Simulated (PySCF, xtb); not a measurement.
ReOF3, SMILES [O]=[Re]([F])([F])[F] (connectivity only; charge and spin as stated), neutral, multiplicity 3.

Harmonic wavenumbers (cm⁻¹) from xtb 6.7.1 with GFN2-xTB at its own minimum, in rising order: 103, 204, 217, 245, 261, 466, 519, 544, 974.

Question: What does PySCF with PBE0-D3(BJ)/def2-SVP give at its own minimum? (Estimate from the structure and the level; the computed values follow.)

Answer: 119, 225, 229, 237, 278, 664, 712, 716, 1086. Paired by order, the mean absolute difference is 83 cm⁻¹ and the zero-point energies are 5.1 and 6.1 kcal/mol.
